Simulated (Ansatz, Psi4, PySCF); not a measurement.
H$_{2}$Cl$_{2}$Ge, singlet, at a GFN2-xTB geometry, atoms displaced at random by about 0.08 Å a coordinate. Base run: B3LYP/STO-3G, gradient in PySCF.

Here is a job for PySCF.
```python
from pyscf import gto, scf, dft

mol = gto.M(
    atom='''
Ge    0.19155177   -0.73123688    0.00733415
Cl    1.72623628    0.68969889   -0.23923416
Cl   -1.69118444    0.65659178   -0.00340992
H    -0.17690637   -1.44927625    1.28293613
H    -0.02205491   -1.58996746   -1.24267537
''',
    basis='sto-3g',
    verbose=3,
)

mf = dft.RKS(mol)
mf.xc = 'b3lyp'
mf.kernel()
g = mf.nuc_grad_method()
grad = g.kernel()
```

Programs used: Ansatz (a quantum-chemistry and plane-wave program), Psi4, PySCF; a row that names a program was run with it.

The coordinate followed is x of atom 5.

Each row names what was changed in the base input (with any setting that the change needs).

| change | dE/dx (Eh/bohr) | net force (Eh/bohr) |
|---|---|---|
| base | -0.011170 | 0.000090 |
| grids.level = 5; grid_response = off | -0.011170 | 0.000021 |
| finite difference step (bohr) = 1e-3; conv_tol = 1e-11 | -0.011168 | - |
| finite difference step (bohr) = 0.05; conv_tol = 1e-11 | -0.011172 | - |
| grids.level = 5; grid_response = on | -0.011170 | 0.000000 |
| density fitting = on | -0.011170 | 0.000090 |
| grids.level = 1; grid_response = on | -0.011159 | 0.000000 |
| finite difference step (bohr) = 1e-5; conv_tol = 1e-11 | -0.011167 | - |
| code = psi4 | -0.011169 | 0.000590 |
| finite difference step (bohr) = 0.2; conv_tol = 1e-11 | -0.011234 | - |
| conv_tol = 1e-6 | -0.011173 | 0.000090 |
| code = ansatz | -0.011169 | 0.000000 |

The net force is zero for an exact gradient.
